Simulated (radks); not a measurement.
Trend from Lu3+ to Hg3+: ionisation energy by Delta-SCF between NIST ground configurations, and size. Method: scalar-relativistic Kohn-Sham, r2SCAN, spin-polarised, spherical densities, finite nucleus; open shells are filled with parallel spins first (spin-orbit coupling, left out, can overturn this in heavy ions); meta-GGA in the generalised Kohn-Sham scheme; Fermi nuclear charge, rms radius of each element as measured or else 0.836 A^(1/3) + 0.57 fm; computed with a radial shooting solver on a logarithmic mesh with Libxc functionals.

species  configuration  IE (eV)  NIST (eV)       kind  -e(HOMO) (eV)  outermost  <r> outermost (bohr)
Lu3+         [Xe] 4f14   46.430      45.25  semi-emp.    36.143 (4f)         5p                  1.37
Hf3+     [Xe] 4f14 5d1   32.635      33.37  semi-emp.    27.257 (5d)         5d                  1.91
Ta3+     [Xe] 4f14 5d2   35.495         35     theory    29.793 (5d)         5d                  1.82
W3+      [Xe] 4f14 5d3   38.175       38.2  semi-emp.    32.217 (5d)         5d                  1.73
Re3+     [Xe] 4f14 5d4   40.764         39     theory    34.566 (5d)         5d                  1.66
Os3+     [Xe] 4f14 5d5   43.293         41     theory    36.866 (5d)         5d                  1.59
Ir3+     [Xe] 4f14 5d6   40.686         40     theory    34.611 (5d)         5d                  1.54
Pt3+     [Xe] 4f14 5d7   43.777         43     theory    37.305 (5d)         5d                  1.48
Au3+     [Xe] 4f14 5d8   46.594         45     theory    39.843 (5d)         5d                  1.43
Hg3+     [Xe] 4f14 5d9   49.293       48.6       exp.    42.295 (5d)         5d                  1.38

Reference values: NIST Atomic Spectra Database (exp. = measured, semi-emp. = semi-empirical, theory = theoretical value adopted there). Open shells are spherical and high-spin; term and fine-structure splittings are not resolved. Spin-orbit splitting is averaged out at the scalar-relativistic level.
